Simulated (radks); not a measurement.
Results of a calculation; reference values are marked as such.
Br I, configuration [Ar] 3d10 4s2 4p5 (the NIST ground configuration). Level of theory: non-relativistic Kohn-Sham, r2SCAN, spin-unpolarised, spherical densities, point nucleus; meta-GGA in the generalised Kohn-Sham scheme (a radial shooting solver on a logarithmic mesh with Libxc functionals).

Unscreened Slater integrals over Kohn-Sham orbitals (eV).

| integral | value |
|---|---|
| F0(4p,4p) | 11.757 |
| F2(4p,4p) | 6.0502 |
| F0(4p,4s) | 12.841 |
| G1(4p,4s) | 8.4290 |
| F0(4p,3d) | 15.528 |
| F2(4p,3d) | 2.9424 |
| G1(4p,3d) | 0.94864 |
| G3(4p,3d) | 0.86801 |
| F0(4p,3p) | 15.565 |
| F2(4p,3p) | 2.8129 |
| G0(4p,3p) | 0.66148 |
| G2(4p,3p) | 0.76593 |
| F0(4s,4s) | 14.299 |
| F0(4s,3d) | 18.391 |
| G2(4s,3d) | 1.4374 |
| F0(4s,3p) | 18.452 |
| G1(4s,3p) | 1.1535 |
| F0(3d,3d) | 42.498 |
| F2(3d,3d) | 20.359 |
| F4(3d,3d) | 12.812 |
| F0(3d,3p) | 42.651 |
| F2(3d,3p) | 20.496 |
| G1(3d,3p) | 24.692 |
| G3(3d,3p) | 15.347 |
| F0(3p,3p) | 43.236 |
| F2(3p,3p) | 21.734 |

Derived for the open shells (J is the average intra-shell exchange parameter used in DFT+U). 4p: J = F2/5 = 1.210 eV.
